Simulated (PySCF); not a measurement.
## Electronic structure of Ti (titanium, neutral) at the UHF level

Configuration: [Ar] 3d2 4s2, high-spin 3F determinant. Calculation: PySCF 2.14, in x2c-QZVPPall (11s7p5d3f2g, 96 functions); scalar relativity by spin-free X2C-1e.

```json
{
 "Total energy": "-852.761461 hartree",
 "One-electron energy": "-1168.6128 hartree",
 "Hartree (Coulomb) energy": "357.2559 hartree",
 "Exchange energy": "-41.4046 hartree",
 "⟨S²⟩": "2.0085",
 "⟨L²⟩": "12.041",
 "Sum of ⟨r⟩": "21.53 bohr",
 "Sum of ⟨r²⟩": "49.82 bohr²",
 "Langevin diamagnetic susceptibility": "-39.5 ×10⁻⁶ cm³/mol"
}
```

```tsv
shell	electrons	mean orbital energy (hartree)	rms radius, mean of both spins (bohr)
1s β	1	-184.40195	0.0804
1s α	1	-184.40131	0.0804
2s α	1	-21.66442	0.350
2s β	1	-21.63212	0.350
2p α	3	-17.83187	0.320
2p β	3	-17.79944	0.320
3s α	1	-2.96760	1.08
3s β	1	-2.84057	1.08
3p α	3	-1.87592	1.18
3p β	3	-1.71848	1.18
3d α	2	-0.43985	1.66
4s α	1	-0.23409	4.04
4s β	1	-0.21128	4.04
```

Densities and radii are taken from the X2C orbitals without a picture-change correction, which distorts them close to the nucleus.

Spin-orbit constants ζ (cm⁻¹) from the X2C one-electron operator on these orbitals: bare nucleus, nucleus screened by l(l+1)(2l+1)/3 electrons, and screened by the Breit-Pauli mean field of the electrons.

```tsv
shell	bare	screened nucleus	mean field
2p	33270	30250	28880
3p	3585	3259	3088
3d	256.1	139.7	119.3
```

To first order the Landé constant is A = 59.66 cm⁻¹, so the lowest level has J = 2 and lies 0.0296 eV below the centre of the term. This holds in LS coupling only.
